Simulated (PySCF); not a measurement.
## Computed properties of ClH₄NOSi, SMILES N[SiH](O)Cl

Si(H)(Cl)(OH)(NH2) (ClH4NOSi), SMILES O[SiH](Cl)N. Coordinates come from a PBE0-D3(BJ)/def2-SVP optimisation. Other conformers were not sampled. All values are computed for the isolated molecule unless a solvent is named; none is compared with measurement here.

**Structure.** All 18 harmonic modes at PBE0-D3(BJ)/def2-SVP (PySCF) are real, so it is a minimum. With heavy atoms numbered as in [SiH:1]([NH2:2])([OH:3])[Cl:4], the shortest bond between them is Si1–O3 at 1.653 Å and the longest Si1–Cl4 at 2.092 Å.

**Vibrations.** The strongest infrared lines (harmonic, unscaled, degenerate partners summed) lie at 882 cm⁻¹ (322 km/mol, H 49 %, O 27 %, Si 22 %), 989 cm⁻¹ (192 km/mol, Si 44 %, H 27 %, O 16 %, N 13 %), 521 cm⁻¹ (128 km/mol, Si 46 %, Cl 40 %). The softest mode is at 188 cm⁻¹ and the zero-point energy is 32.1 kcal/mol.

**Electronic structure.** B3LYP/def2-TZVP (PySCF) places the frontier levels at -7.72 and 0.46 eV, a gap of 8.18 eV, and gives a dipole moment of 0.97 D and a mean polarisability of 46.4 bohr³.

**Excitations.** TDA-CAM-B3LYP/def2-SVPD (PySCF) has S1 at 7.14 eV (174 nm, f = 0.048, weak); the most intense of the 10 singlets computed lies at 8.88 eV (f = 0.08). T1 (TDA) is at 6.71 eV, 0.43 eV under S1. No vertical singlet excitation falls in the visible range (under 3.1 eV).

**NMR.** GIAO shifts at PBE0/pcSseg-1 (PySCF) (non-relativistic, atoms alike by connectivity averaged): ¹H from 1.5 to 5.4 ppm against TMS; ²⁹Si at -22.3 ppm against TMS. Without spin–orbit terms, shifts of atoms bonded to Cl or Br come out too high.
